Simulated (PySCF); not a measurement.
Stretching SrS⁺

Set-up: Sr def2-SVP with ECP28, S def2-SVP; scalar-relativistic core potentials (PySCF 2.14). Energies in eV from Sr⁺ + S in their ground configurations at the same level. State: ²Π (doublet), unpaired electrons π ↑.

| R (Å) | B2PLYP | BHandHLYP |
| --- | --- | --- |
| 2.271 | -1.406 | -1.426 |
| 2.377 | -1.982 | -2.000 |
| 2.482 | -2.308 | -2.322 |
| 2.562 | -2.430 | -2.440 |
| 2.641 | -2.473 | -2.479 |
| 2.720 | -2.456 | -2.455 |
| 2.826 | -2.362 | -2.352 |
| 2.958 | -2.168 | -2.144 |
| 3.116 | -1.872 | -1.829 |
| 3.328 | -1.432 | -1.365 |

Question: Put a parabola through the three lowest points of the B2PLYP curve and estimate Re, k and ωe (reduced mass 23.44 u; 1 eV/Å² = 0.16022 mdyn/Å; ωe = 1302.8·√(k/μ) cm⁻¹).

Answer: Through R = 2.562, 2.641, 2.72 Å the second-order coefficient is 4.81 eV/Å², so Re ≈ 2.658 Å, k ≈ 1.54 mdyn/Å and ωe ≈ 334 cm⁻¹. A polynomial fit of higher order to the unrounded B2PLYP energies gives Re = 2.655 Å, k = 1.48 mdyn/Å, ωe = 327 cm⁻¹; anharmonicity and rounding make the difference.

The higher-order fit for each curve: B2PLYP: Re = 2.655 Å, ωe = 327 cm⁻¹, De = 2.47 eV; BHandHLYP: Re = 2.647 Å, ωe = 334 cm⁻¹, De = 2.48 eV.

Correlated steps freeze 5 core orbitals. Spin–orbit coupling is left out. For an ion De counts to the pair picked by the measured ionisation energies or electron affinities, which need not be the lowest pair at this level. B2PLYP dipoles, levels and charges come from its SCF part alone. The state was picked by a PBE0 search and need not be the measured ground state.
